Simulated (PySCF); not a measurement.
## Dipole response of Mn⁺ (manganese, charge +1)

[Ar] 3d5 4s1, high-spin 7S determinant. All numbers are calculated (PySCF 2.14, the non-relativistic Hamiltonian (point nucleus), in aug-cc-pVQZ (9s8p6d4f3g2h, 140 functions)). Coupled (time-dependent) response in atomic units; α is the mean over directions.

| method | mean α (bohr³) | C₆ (like pair) | S(−4) |
| --- | --- | --- | --- |
| PBE | 28.50 | 148.9 | 652.4 |

S(−4) is the Cauchy moment in α(ω) = α(0) + S(−4) ω² + …

α(iu) at PBE:

```csv
u (hartree),α(iu) (bohr³)
0,28.50
0.0500,26.97
0.100,23.35
0.200,15.81
0.300,10.93
0.500,6.307
0.750,4.017
1.00,2.923
1.50,1.852
2.00,1.314
3.00,0.7749
5.00,0.3686
```

For an ion, C₆ is the dispersion term alone; charge-induced terms of lower order in 1/R come first.
